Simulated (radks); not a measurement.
The numbers below are computed, except where a source is named.
The erbium ion Er32+, configuration [Kr] (the NIST ground configuration). Code: a radial shooting solver on a logarithmic mesh with Libxc functionals. Model: Dirac Kohn-Sham, BLYP, spin-unpolarised, spherical densities, finite nucleus; Fermi nuclear charge, rms radius 5.2516 fm.

Normalised radial functions P(r) = r R(r) (large component), r in bohr:

r	3p3/2	3d5/2
0.0009349	0.0038	0.0000
0.001351	0.0076	0.0000
0.001936	0.0150	0.0001
0.002775	0.0293	0.0003
0.004009	0.0574	0.0009
0.005747	0.1085	0.0025
0.008303	0.2026	0.0070
0.0119	0.3591	0.0188
0.01706	0.6015	0.0487
0.02465	0.9341	0.1230
0.03533	1.2581	0.2851
0.05063	1.3543	0.6042
0.07316	0.8630	1.1453
0.1049	-0.3544	1.8046
0.1515	-1.8053	2.2684
0.2172	-2.3136	2.0786
0.3113	-1.5418	1.2561
0.4497	-0.4917	0.4158
0.6446	-0.0636	0.0623
0.9239	-0.0023	0.0029
1.335	0.0000	0.0000

3p3/2: eigenvalue -2965.8 eV, 1 radial node at r = 0.0960 bohr, <r> = 0.225 bohr, 90 % of the charge inside 0.336 bohr. 3d5/2: eigenvalue -2590.1 eV, 0 radial nodes, <r> = 0.202 bohr, 90 % of the charge inside 0.312 bohr.
